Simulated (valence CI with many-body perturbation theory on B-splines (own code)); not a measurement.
## Level structure of Sr⁵⁺

Level of theory: valence CI with perturbative core correlation (CI+MBPT): five valence electrons over a frozen Dirac-Fock core [Ar] 3d10, a basis of 9 s, 9 p, 8 d, 6 f, 3 g, 1 h functions for each j, with the one-electron correlation potential Σ1, the two-electron term Σ2, the three-electron term Σ3, Breit, model QED; selected CI, second order for the rest, scaled by the run's own slope (own B-spline code, finite nucleus).

Set against measurement, 12 paired levels are off by 125 cm⁻¹ on average, the worst by 212. These come from a selection out of Sansonetti, J. Phys. Chem. Ref. Data 41, 013102 (2012). Levels without a partner in it may be off by more. Among the levels kept, up to 2000 cm⁻¹ of a level comes from second order outside the variational space, and about a tenth of that is noise between levels of different J, which matters for small intervals.

Levels 1 to 32 of 32, with energies above the lowest level, 4s2 4p3 4S°_3/2. "Leading %" is the weight of the configuration and term that name the level; weights of strongly mixed levels are sums over their largest components and can fall short, so below about 35 % the name and the second component can differ from the true leading terms, or belong to a minority configuration. In the jj column 3d3/2^4 stands for four electrons in 3d with j = 3/2. Lifetimes count E1, E2, E3, M1 and M2 decay at the calculated energies, and are blank where another channel may lead or the interval is too uncertain; long ones can be off by a factor of two.

| No. | Configuration | Term | J | E (eV) | Leading % | Lifetime | Leading jj |
| --- | --- | --- | --- | --- | --- | --- | --- |
| 1 | 4s2 4p3 | 4S° | 3/2 | 0.000 | 92 |  | 4s^2 4p1/2 4p3/2^2 (44 %) |
| 2 | 4s2 4p3 | 2D° | 3/2 | 2.513 | 82 | 67.2 ms | 4s^2 4p1/2 4p3/2^2 (50 %) |
| 3 | 4s2 4p3 | 2D° | 5/2 | 2.932 | 96 | 810 ms | 4s^2 4p1/2 4p3/2^2 (96 %) |
| 4 | 4s2 4p3 | 2P° | 1/2 | 4.800 | 96 | 16.4 ms | 4s^2 4p1/2 4p3/2^2 (96 %) |
| 5 | 4s2 4p3 | 2P° | 3/2 | 5.421 | 79 | 6.78 ms | 4s^2 4p3/2^3 (82 %) |
| 6 | 4s 4p4 | 4P | 5/2 | 18.967 | 88 | 1.27 ns | 4s 4p1/2^2 4p3/2^2 (71 %) |
| 7 | 4s 4p4 | 4P | 3/2 | 19.762 | 89 | 1.15 ns | 4s 4p1/2 4p3/2^3 (74 %) |
| 8 | 4s 4p4 | 4P | 1/2 | 20.089 | 88 | 1.07 ns | 4s 4p1/2 4p3/2^3 (30 %) |
| 9 | 4s 4p4 | 2D | 3/2 | 23.338 | 77 | 529 ps | 4s 4p1/2 4p3/2^3 (46 %) |
| 10 | 4s 4p4 | 2D | 5/2 | 23.543 | 78 | 619 ps | 4s 4p1/2 4p3/2^3 (64 %) |
| 11 | 4s 4p4 | 2P | 3/2 | 26.735 | 50 | 200 ps | 4s 4p1/2 4p3/2^3 (34 %) |
| 12 | 4s 4p4 | 2S | 1/2 | 26.864 | 42 | 191 ps | 4s 4p1/2^2 4p3/2^2 (44 %) |
| 13 | 4s 4p4 | 2S | 1/2 | 28.178 | 39 | 248 ps | 4s 4p3/2^4 (43 %) |
| 14 | 4s2 4p2 4d | 4F | 3/2 | 29.125 | 89 | 3.98 ns | 4s^2 4p1/2^2 4d3/2 (49 %) |
| 15 | 4s2 4p2 4d | 4F | 5/2 | 29.437 | 85 | 4.59 ns | 4s^2 4p1/2 4p3/2 4d3/2 (50 %) |
| 16 | 4s2 4p2 4d | 4F | 7/2 | 29.912 | 87 | 20.8 ns | 4s^2 4p1/2 4p3/2 4d5/2 (70 %) |
| 17 | 4s2 4p2 4d | 2F | 5/2 | 30.243 | 71 | 4.29 ns | 4s^2 4p1/2 4p3/2 4d3/2 (67 %) |
| 18 | 4s2 4p2 4d | 4F | 9/2 | 30.463 | 91 |  | 4s^2 4p1/2 4p3/2 4d5/2 (54 %) |
| 19 | 4s2 4p2 4d | 4D | 1/2 | 30.522 | 94 | 1.39 ns | 4s^2 4p1/2 4p3/2 4d3/2 (76 %) |
| 20 | 4s2 4p2 4d | 2F | 7/2 | 30.576 | 47 | 37.0 ns | 4s^2 4p1/2 4p3/2 4d5/2 (52 %) |
| 21 | 4s2 4p2 4d | 4D | 3/2 | 30.608 | 88 | 1.09 ns | 4s^2 4p1/2 4p3/2 4d3/2 (46 %) |
| 22 | 4s2 4p2 4d | 4D | 5/2 | 30.992 | 64 | 1.19 ns | 4s^2 4p1/2 4p3/2 4d5/2 (53 %) |
| 23 | 4s2 4p2 4d | 2F | 7/2 | 31.807 | 46 | 22.3 ns | 4s^2 4p3/2^2 4d5/2 (85 %) |
| 24 | 4s2 4p2 4d | 2G | 7/2 | 33.342 | 90 | 1.93 ns | 4s^2 4p1/2 4p3/2 4d3/2 (41 %) |
| 25 | 4s2 4p2 4d | 2G | 9/2 | 33.574 | 91 | 13.9 ms | 4s^2 4p3/2^2 4d5/2 (53 %) |
| 26 | 4s2 4p2 4d | 2P | 3/2 | 33.604 | 52 | 26.6 ps | 4s^2 4p1/2 4p3/2 4d5/2 (41 %) |
| 27 | 4s2 4p2 4d | 4P | 5/2 | 34.212 | 83 | 16.7 ps | 4s^2 4p1/2 4p3/2 4d5/2 (46 %) |
| 28 | 4s2 4p2 4d | 4P | 3/2 | 34.511 | 76 | 17.2 ps | 4s^2 4p1/2 4p3/2 4d3/2 (38 %) |
| 29 | 4s2 4p2 4d | 2P | 1/2 | 34.514 | 39 | 22.2 ps | 4s^2 4p1/2 4p3/2 4d3/2 (43 %) |
| 30 | 4s2 4p2 4d | 4P | 1/2 | 34.841 | 54 | 18.1 ps | 4s^2 4p3/2^2 4d3/2 (54 %) |
| 31 | 4s2 4p2 4d | 2D | 3/2 | 35.103 | 77 | 81.8 ps | 4s^2 4p1/2 4p3/2 4d5/2 (41 %) |
| 32 | 4s2 4p2 4d | 2D | 5/2 | 35.962 | 85 | 33.4 ps | 4s^2 4p3/2^2 4d5/2 (36 %) |

Names give the largest LS component (configuration and term), which can be under half, so a name can repeat, a term be missing and a line seem to break the LS rules; names also repeat where a configuration has a term twice.

The ionisation energy to 4s2 4p2 3P_0 of the next ion comes out as 88.296 eV (NIST: 88 ± 2 eV (theoretical)). All 32 levels together are meant to be complete up to 36.496 eV.
